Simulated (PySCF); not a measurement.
C7H7F.
Numbering: `[CH:1]#[C:2][C@@H:3]1[CH2:4][C@:5]12[CH2:6][C@@H:7]2[F:8]` (hydrogens: H9 on C1; H10 on C3; H11, H12 on C4; H13, H14 on C6; H15 on C7)

The same species was optimised twice, with GFN2-xTB and with PBE0-D3(BJ)/def2-SVP (PySCF), and the same property calculations (PySCF, gas phase) were run on both structures.

```tsv
coordinate	GFN2-xTB	PBE0-D3(BJ)/def2-SVP	change
C1≡C2 (Å)	1.198	1.212	+0.014
C7–F8 (Å)	1.367	1.355	-0.012
C2–C3 (Å)	1.429	1.438	+0.009
C4–C5 (Å)	1.478	1.471	-0.007
C5–C7 (Å)	1.473	1.466	-0.007
C3–C4 (Å)	1.521	1.528	+0.007
C6–C7 (Å)	1.509	1.505	-0.004
C3–C5 (Å)	1.490	1.489	-0.001
C5–C6 (Å)	1.484	1.483	-0.001
C3–C5–C7 (°)	137.0	133.4	-3.6
C4–C5–C6 (°)	138.5	141.0	+2.5
C3–C5–C6 (°)	136.7	134.6	-2.1
C4–C5–C7 (°)	138.2	140.2	+2.0
C2–C3–C4 (°)	119.3	120.3	+1.0
C5–C7–F8 (°)	118.9	118.2	-0.7
C2–C3–C5 (°)	119.0	119.7	+0.7
C3–C5–C4 (°)	61.6	62.1	+0.5
```

Rotational constants: A = 3803, B = 1352, C = 1243 MHz (GFN2-xTB) against A = 3690, B = 1389, C = 1266 MHz (PBE0-D3(BJ)/def2-SVP). Point groups within 0.08 Å: C1 and C1.

On the GFN2-xTB structure: isotropic polarisability (au) 77.1 [CAM-B3LYP/def2-SVPD]; HOMO (eV) -8.75 [CAM-B3LYP/def2-SVPD]; LUMO (eV) 1.28 [CAM-B3LYP/def2-SVPD]; dipole (D) 2.02 [CAM-B3LYP/def2-SVPD]; HOMO (eV) -7.38 [PBE0/pcSseg-1]; LUMO (eV) 0.76 [PBE0/pcSseg-1]; dipole (D) 1.91 [PBE0/pcSseg-1]; GIAO shielding of C1 (ppm) 114.0 [PBE0/pcSseg-1]; GIAO shielding of C2 (ppm) 96.9 [PBE0/pcSseg-1]; GIAO shielding of C3 (ppm) 176.8 [PBE0/pcSseg-1]; GIAO shielding of C4 (ppm) 166.7 [PBE0/pcSseg-1]; GIAO shielding of C5 (ppm) 163.2 [PBE0/pcSseg-1]; GIAO shielding of C6 (ppm) 172.1 [PBE0/pcSseg-1]; GIAO shielding of C7 (ppm) 107.9 [PBE0/pcSseg-1]; GIAO shielding of F8 (ppm) 404.7 [PBE0/pcSseg-1].

Problem. What do these properties become on the PBE0-D3(BJ)/def2-SVP structure?

Solution. 
```csv
property,level,on GFN2-xTB,on PBE0-D3(BJ)/def2-SVP,change
isotropic polarisability (au),CAM-B3LYP/def2-SVPD,77.1,78.1,+1.0
HOMO (eV),CAM-B3LYP/def2-SVPD,-8.75,-8.68,+0.07
LUMO (eV),CAM-B3LYP/def2-SVPD,1.28,1.27,-0.01
dipole (D),CAM-B3LYP/def2-SVPD,2.02,1.97,-0.05
"energy, GFN2-xTB geometry as zero (kcal/mol)",CAM-B3LYP/def2-SVPD,0.0,-0.7,-0.7
HOMO (eV),PBE0/pcSseg-1,-7.38,-7.31,+0.07
LUMO (eV),PBE0/pcSseg-1,0.76,0.72,-0.04
dipole (D),PBE0/pcSseg-1,1.91,1.86,-0.05
"energy, GFN2-xTB geometry as zero (kcal/mol)",PBE0/pcSseg-1,0.0,-0.5,-0.5
GIAO shielding of C1 (ppm),PBE0/pcSseg-1,114.0,112.0,-2.0
GIAO shielding of C2 (ppm),PBE0/pcSseg-1,96.9,96.1,-0.8
GIAO shielding of C3 (ppm),PBE0/pcSseg-1,176.8,175.8,-1.0
GIAO shielding of C4 (ppm),PBE0/pcSseg-1,166.7,164.8,-1.9
GIAO shielding of C5 (ppm),PBE0/pcSseg-1,163.2,162.9,-0.3
GIAO shielding of C6 (ppm),PBE0/pcSseg-1,172.1,170.2,-1.9
GIAO shielding of C7 (ppm),PBE0/pcSseg-1,107.9,110.2,+2.3
GIAO shielding of F8 (ppm),PBE0/pcSseg-1,404.7,405.6,+0.9
```

The heavy atoms differ by 0.046 Å rms after alignment. Among bonds between heavy atoms C1≡C2 changes most (+0.014 Å). Changes are differences of the printed values. Neither structure is proved a minimum here.
